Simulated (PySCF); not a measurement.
## C₆ coefficients of unlike pairs at PBE

Calculated with PySCF 2.14 from the dipole response of each species, C₆(A,B) = (3/π) ∫ α_A(iu) α_B(iu) du, in atomic units, from isotropic polarisabilities. For ions this is the dispersion term alone; charge-induced terms of lower order in 1/R come first.

```json
{"species": "Ru³⁺", "configuration": "[Kr] 4d5 (6S)", "basis": "aug-cc-pVTZ-PP with ECP28MDF (6s6p5d3f2g)", "relativity": "core potential", "α (bohr³)": "5.160", "C₆ (like pair)": "23.51"}
{"species": "Cl⁺", "configuration": "[Ne] 3s2 3p4 (3P)", "basis": "def2-TZVPPD (6s6p4d1f)", "relativity": "none", "α (bohr³)": "8.808", "C₆ (like pair)": "41.72"}
{"species": "Cu³⁺", "configuration": "[Ar] 3d8 (3F)", "basis": "aug-cc-pwCVTZ-DK with one added diffuse shell each of s, p, d, f, g type (11s10p8d5f4g)", "relativity": "spin-free X2C", "α (bohr³)": "1.688", "C₆ (like pair)": "3.941"}
{"species": "Re³⁺", "configuration": "[Xe] 4f14 5d4 (5D)", "basis": "def2-QZVPPD with the def2 core potential (60 electrons) (7s6p4d4f2g)", "relativity": "core potential", "α (bohr³)": "7.515", "C₆ (like pair)": "39.39"}
```

Estimate C₆ for Cl⁺ with Ru³⁺.

The integral gives 30.21. The combination rule 2 C_A C_B / (C_A α_B/α_A + C_B α_A/α_B) gives 30.38 and the geometric mean 31.32.

No spin-orbit coupling is included.

The other pairs:

```json
{"pair": "Re³⁺, Cu³⁺", "C₆": "11.87"}
{"pair": "Cu³⁺, Cl⁺", "C₆": "11.38"}
{"pair": "Cu³⁺, Ru³⁺", "C₆": "9.358"}
{"pair": "Re³⁺, Cl⁺", "C₆": "39.87"}
{"pair": "Re³⁺, Ru³⁺", "C₆": "30.31"}
```
